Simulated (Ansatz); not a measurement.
Start from `[CH3][AlH][S]C` and change one atom or group to get `C[S][AlH][F]`.

Ansatz, PBE0-D4/def2-TZVP geometries, multiplicity 1. Each molecule was computed in one conformer, which needn't be the lowest.

```
                                          property  `[CH3][AlH][S]C`
                HOMO energy (PBE0/def2-TZVPP) / eV             -7.03
               HOMO–LUMO gap (PBE/def2-TZVPP) / eV              4.31
    zero-point energy (PBE0-D4/def2-TZVP) / kJ/mol             214.1
  size of the dipole moment (B3LYP/def2-TZVPP) / D              2.10
             HOMO energy (ωB97M-V/def2-TZVPP) / eV             -9.20
size of the dipole moment (ωB97M-V/def2-TZVPP) / D              2.12
```

Problem. Give the same properties after the change, and the shifts. (Estimate.)

Solution. The calculation gave: 
```json
{"property": "HOMO energy (PBE0/def2-TZVPP) / eV", "`C[S][AlH][F]`": "-7.41", "shift": "-0.38"}
{"property": "HOMO–LUMO gap (PBE/def2-TZVPP) / eV", "`C[S][AlH][F]`": "4.63", "shift": "0.32"}
{"property": "zero-point energy (PBE0-D4/def2-TZVP) / kJ/mol", "`C[S][AlH][F]`": "128.0", "shift": "-86.1"}
{"property": "size of the dipole moment (B3LYP/def2-TZVPP) / D", "`C[S][AlH][F]`": "2.61", "shift": "0.51"}
{"property": "HOMO energy (ωB97M-V/def2-TZVPP) / eV", "`C[S][AlH][F]`": "-9.58", "shift": "-0.38"}
{"property": "size of the dipole moment (ωB97M-V/def2-TZVPP) / D", "`C[S][AlH][F]`": "2.54", "shift": "0.42"}
```

The zero-point energy changes by -86.1 kJ/mol with -9 modes. Dipoles are sizes alone; their direction can turn.

B3LYP here is the variant with VWN-RPA as its local correlation; programs differ in this.
